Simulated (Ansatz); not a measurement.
CH$_{5}$OSSi, SMILES `CO[SiH2][S]` radical. The species carries charge 0 and has multiplicity 2.

Cartesian coordinates in Å:
```
C -0.202 -1.363 -0.205
O 0.514 -0.219 -0.620
Si 0.386 1.243 0.098
S -1.564 2.062 0.153
H 0.068 -2.188 -0.865
H -1.282 -1.198 -0.268
H 0.052 -1.640 0.824
H 1.290 2.132 -0.663
H 0.739 1.170 1.546
```

**Question.** What are the harmonic wavenumbers in cm⁻¹ at PBE0-D4/def2-TZVP (Ansatz, finite differences of forces, unscaled)? (Best estimate.)

**Answer.** The calculation gave: 86, 93, 178, 288, 439, 502, 708, 783, 866, 899, 1151, 1182, 1214, 1479, 1495, 1498, 2181, 2256, 3022, 3089, 3132.

**Question.** Is this a minimum?

**Answer.** Yes, all 21 modes are real.

**Question.** Give the ideal-gas thermochemistry at 298.15 K and 1 bar (rigid rotor, harmonic oscillator; point group C1, symmetry number 1).

**Answer.** Zero-point energy 158.7 kJ/mol; H(298) − E = 177.6 kJ/mol; entropy 338.2 J/(mol·K), of which translation 165.4, rotation 109.9, vibration 57.1, electronic 5.8; G(298) − E = 76.8 kJ/mol. Modes under 100 cm⁻¹ are hindered rotations or soft bends, so the harmonic entropy is rough.
